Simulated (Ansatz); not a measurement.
Consider the ligand exchange at a B–C bond: `BCCI` + `O[SiH3]` → `BO[SiH3]` + `CCI`.

Calculated with Ansatz (gas phase, PBE0-D4/def2-TZVP geometries, no zero-point term in ΔE). CCSD(T)/CBS adds triple-zeta CCSD(T) − MP2 to the extrapolated MP2 energy (def2 sets, frozen cores). DFT in def2-TZVPP. B3LYP here is the variant with VWN-RPA as its local correlation; programs differ in this. Elements past krypton have def2 core potentials. For I outer-core shells are correlated without core-valence functions, which leaves a few kJ/mol of doubt a bond. Each species was taken in one conformer, which may not be the lowest.

```tsv
level	ΔE (eV)
r2SCAN-D4	-1.44
PBE0-D4	-1.41
ωB97M-V	-1.45
B2PLYP	-1.50
B3LYP	-1.50
HF/def2-TZVPP	-1.55
HF/def2-QZVPP	-1.56
SCS-MP2/def2-QZVPP	-1.48
```

**Question.** What does CCSD(T)/CBS give? (Best estimate.)

**Answer.** The calculation gave: -1.44 eV. The listed levels differ from it by 0.00, 0.03, -0.01, -0.06, -0.06, -0.11, -0.12, -0.04 eV.

Largest T1 diagnostic among the species: 0.013.

In def2-TZVPP, CCSD(T) changes the Hartree–Fock value by +0.09 eV (the triples alone add +0.00 eV) and MP2 by +0.10 eV.
